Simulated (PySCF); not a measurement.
Be(Et) (C2H5Be), SMILES [Be+][CH2]C, charge +1. The structure is a stationary point at PBE-D3(BJ)/def2-TZVP. The multiplicity is an assumed one; other spin states were not compared. The isomer is the one that the SMILES or the coordinates give; other isomers of the formula were not compared.

Computed equilibrium geometry at PBE-D3(BJ)/def2-TZVP (PySCF confirms it by a frequency run) as Cartesian coordinates in Å, and its point group:
point group Cs.
```xyz
8

Be    -0.6282    -1.7074     0.0000
C      0.4352    -0.3773     0.0000
C     -0.2032     1.0131     0.0000
H      1.0609    -0.5685    -0.8923
H      1.0609    -0.5685     0.8923
H     -0.8104     1.2017     0.8932
H     -0.8104     1.2017    -0.8932
H      0.6195     1.7488     0.0000
```
Charge +1, spin multiplicity 1.
